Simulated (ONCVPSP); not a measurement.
Transferability test, ONCV potential for silver

```json
{"Element": "silver (Ag)", "Generator": "ONCVPSP 4.0.1", "Type": "optimised norm-conserving Vanderbilt (ONCV)", "Functional": "PBE", "Relativity": "scalar-relativistic", "Frozen core": "[Ar] 3d10", "Valence charge": "19", "Reference configuration": "4s2 4p6 4d9 5s2", "Partial waves": "4s+5s: rc 1.25 bohr, ncon 3, nbas 7, qcut 10.6 1/bohr, 2 projectors; 4p: rc 1.10 bohr, ncon 4, nbas 9, qcut 8.6 1/bohr, 2 projectors, debl 1.9 Ha; 4d: rc 1.90 bohr, ncon 4, nbas 9, qcut 9.6 1/bohr, 2 projectors, debl 0.8 Ha", "Local potential": "polynomial inside 0.95 bohr (lpopt 5, dvloc0 -1 Ha)", "Core correction": "Teter function fitted to the true core (icmod 2), fcfact 0.5"}
```

In the p channel the program set the typed energies aside and used -2.299, 0.250 Ha.

Energies are relative to the spin-unpolarised reference configuration 4s2 4p6 4d9 5s2; without spin polarisation the order of configurations can differ from experiment.

```json
{"valence configuration": "4s2 4p6 4d10 5s1", "charge": "0", "ΔE all-electron (eV)": "-4.077", "error AE − PS (meV)": "+2.7"}
{"valence configuration": "4s2 4p6 4d10 5s0 5p1", "charge": "0", "ΔE all-electron (eV)": "-0.210", "error AE − PS (meV)": "+3.8"}
```

Q: What are ΔE and the potential's error for 4s2 4p6 4d9 5s0?

A: ΔE = 25.795 eV all-electron; the error (AE − PS) is -3.5 meV.

Q: What are ΔE and the potential's error for 4s2 4p6 4d10 5s0?

A: ΔE = 3.681 eV all-electron; the error (AE − PS) is +4.3 meV.
